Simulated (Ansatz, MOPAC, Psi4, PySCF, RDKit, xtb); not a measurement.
Two geometries of SMILES SC[SeH], relaxed at B3LYP-D3(BJ)/def2-SVP with one dihedral held; other torsions can differ between them too.

Structure A

```
7

S      1.4759    -0.4056    -0.6387
C     -0.2746    -0.4903    -0.1404
Se    -1.0610     1.1136     0.7049
H      1.9652    -0.1043     0.5856
H     -0.4374    -1.2975     0.5868
H     -0.8425    -0.7340    -1.0472
H     -1.1647     1.8793    -0.5523
```

Structure B

```
7

S     -1.4797    -0.4080    -0.6322
C      0.2617    -0.4733    -0.1054
Se     1.0320     1.1822     0.6702
H     -2.0040    -0.1620     0.5904
H      0.4443    -1.2922     0.6009
H      0.8323    -0.6832    -1.0198
H      1.0036     0.6857     2.0598
```

**Question.** Which is lower in energy at the level CCSD(T) on RHF/cc-pVTZ, cores with 3d frozen // B3LYP-D3(BJ)/def2-SVP run with Ansatz (an electronic-structure program), and by how much?

**Answer.** A is lower, by 0.88 kcal/mol (dihedral S1–C2–Se3–H7: 75° in A, 105° in B).

E(B) − E(A) in kcal/mol at the other levels, on the same two geometries: B3LYP/def2-TZVP // B3LYP-D3(BJ)/def2-SVP (Psi4) 0.79; B3LYP-D3(BJ)/def2-TZVP // B3LYP-D3(BJ)/def2-SVP (Psi4) 0.84; PBE/def2-TZVP // B3LYP-D3(BJ)/def2-SVP (Psi4) 0.78; PBE-D3(BJ)/def2-TZVP // B3LYP-D3(BJ)/def2-SVP (Psi4) 0.80; M06-2X/def2-TZVP // B3LYP-D3(BJ)/def2-SVP (Psi4) 0.90; RHF/cc-pVTZ // B3LYP-D3(BJ)/def2-SVP (Ansatz) 0.97; MP2 on RHF/cc-pVTZ, cores with 3d frozen // B3LYP-D3(BJ)/def2-SVP (Ansatz) 0.96; CCSD on RHF/cc-pVTZ, cores with 3d frozen // B3LYP-D3(BJ)/def2-SVP (Ansatz) 0.89; UFF // B3LYP-D3(BJ)/def2-SVP (RDKit) 0.52; PM6, restricted, heats of formation // B3LYP-D3(BJ)/def2-SVP (MOPAC) 1.37; AM1, restricted, heats of formation // B3LYP-D3(BJ)/def2-SVP (MOPAC) 0.79; GFN1-xTB // B3LYP-D3(BJ)/def2-SVP (xtb) 0.78; restricted B3LYP/6-31G*, spherical d // B3LYP-D3(BJ)/def2-SVP (PySCF) 0.96; restricted MP2 (frozen core)/3-21G // B3LYP-D3(BJ)/def2-SVP (PySCF) 1.40; restricted Hartree-Fock/6-31G*, spherical d // B3LYP-D3(BJ)/def2-SVP (PySCF) 1.08.
